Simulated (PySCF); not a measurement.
# Low-lying terms of Sr (strontium, neutral)

Ground state [Kr] 5s2, ¹S. Computed with PySCF 2.14 in def2-TZVPPD with one added diffuse shell each of s, p, d type with the def2 core potential (28 electrons) (7s5p4d1f, 49 functions), with a scalar-relativistic core potential. Vertical excitation energies in eV without spin-orbit coupling; excited terms of each kind are numbered among those the solver found. Frozen: 4s2.

```tsv
term	leading excitation	EOM-EE-CCSD	measured centre of gravity (NIST)
1 3P°	5s → p	1.802	1.823 (5s5p)
1 3D	5s → d	2.650	2.263 (5s4d)
1 1P°	5s → p	2.777	2.690 (5s5p)
1 1D	5s → d	2.913	2.498 (5s4d)
1 3S	5s → s	3.569	3.600 (5s6s)
1 1S	5s → s	3.802	3.793 (5s6s)
2 3P°	5s → p	4.226	n/a
2 1P°	5s → p	4.290	n/a
2 3D	5s → d	4.427	n/a
2 1D	5s → d	4.437	n/a
```

Only the lower part of the computed list is shown. Doubly excited terms such as np² are absent. The solver can miss terms. Rydberg members are limited by the diffuse functions of the basis.
